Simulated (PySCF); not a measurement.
A PySCF script (with the pyscf-properties extension) for the NMR shieldings of `CBCC(C)C`, C5H13B, on a GFN2-xTB geometry:

```python
import basis_set_exchange as bse
import numpy as np
from pyscf import gto, dft
from pyscf.prop import nmr

atoms = """
C     2.872079    0.675069    0.616766
B     1.489995   -0.069625    0.696330
C     0.432304    0.087946   -0.458167
C    -1.007632   -0.338698   -0.146404
C    -1.624709    0.605893    0.881971
C    -1.853480   -0.365038   -1.418194
H     3.699587   -0.030023    0.690670
H     2.984945    1.343781    1.470078
H     3.015519    1.266429   -0.284354
H     1.280405   -0.780207    1.606683
H     0.801679   -0.533110   -1.284051
H     0.415515    1.105841   -0.858706
H    -0.989903   -1.348496    0.277775
H    -1.025159    0.620253    1.789179
H    -1.670181    1.619267    0.486873
H    -2.634553    0.291885    1.138391
H    -1.437611   -1.063457   -2.142009
H    -1.884724    0.623231   -1.873395
H    -2.873878   -0.671362   -1.196898
"""
names = dict.fromkeys(["C", "B", "H"], "pcSseg-1")
basis = {el: gto.basis.parse(bse.get_basis(n, elements=[el], fmt="nwchem")) for el, n in names.items()}
mol = gto.M(atom=atoms, basis=basis, charge=0, verbose=0)
mf = dft.RKS(mol, xc="PBE0")
mf.grids.level = 2
mf.grids.alignment = dft.numint.BLKSIZE   # the property module wants whole blocks of grid points
mf.conv_tol = 1e-9
mf.kernel()

calc = nmr.RKS(mf)   # GIAO
C = mf.mo_coeff
Co = C[:, mf.mo_occ > 0]
resp = mf.gen_response(singlet=True, hermi=2)
def vind(x):   # induced exchange potential for any number of trial vectors
    d = np.einsum("pi,xij,qj->xpq", C, 2 * x.reshape(-1, C.shape[1], Co.shape[1]), Co, optimize=True)
    return np.einsum("xpq,pi,qj->xij", resp(d - d.transpose(0, 2, 1)), C, Co, optimize=True).ravel()
mo1, _ = nmr.rhf.solve_mo1(calc, with_cphf=vind)
sigma = calc.kernel(mo1)
for i, s in enumerate(sigma):   # ppm
    w = np.linalg.eigvalsh((s + s.T) / 2)
    print("%2d %-2s iso %8.1f  s11 %8.1f  s22 %8.1f  s33 %8.1f" % (i, mol.atom_pure_symbol(i), w.mean(), *w))
```

**Question.** What does it print?

**Answer.** 
```
 0 C  iso    170.4  s11    144.6  s22    181.0  s33    185.6
 1 B  iso      8.0  s11    -71.6  s22    -23.0  s33    118.6
 2 C  iso    138.2  s11    108.1  s22    139.3  s33    167.2
 3 C  iso    154.0  s11    143.6  s22    157.8  s33    160.5
 4 C  iso    159.8  s11    143.9  s22    149.6  s33    185.7
 5 C  iso    158.7  s11    140.7  s22    149.1  s33    186.2
 6 H  iso     30.7  s11     27.1  s22     28.4  s33     36.6
 7 H  iso     30.8  s11     27.5  s22     28.6  s33     36.4
 8 H  iso     30.5  s11     27.1  s22     30.8  s33     33.8
 9 H  iso     23.6  s11     16.0  s22     26.4  s33     28.5
10 H  iso     30.5  s11     25.6  s22     30.5  s33     35.3
11 H  iso     30.2  s11     26.8  s22     29.5  s33     34.4
12 H  iso     29.7  s11     26.5  s22     27.5  s33     35.0
13 H  iso     30.7  s11     26.4  s22     29.0  s33     36.7
14 H  iso     31.2  s11     28.4  s22     29.4  s33     35.9
15 H  iso     30.6  s11     26.5  s22     27.9  s33     37.4
16 H  iso     30.5  s11     26.7  s22     28.1  s33     36.8
17 H  iso     31.0  s11     28.0  s22     29.2  s33     35.8
18 H  iso     30.6  s11     26.3  s22     28.2  s33     37.3
```

These numbers come from an equivalent density-fitted implementation of the same equations, which agrees with the script to about 0.01 ppm for H and up to a few tenths of a ppm for heavy atoms, so last digits may differ.

Size and cost of the density-fitted run: 167 basis functions, 38 s wall time on 1 thread of an Arm Neoverse N1, shared host; peak memory 0.85 GiB.
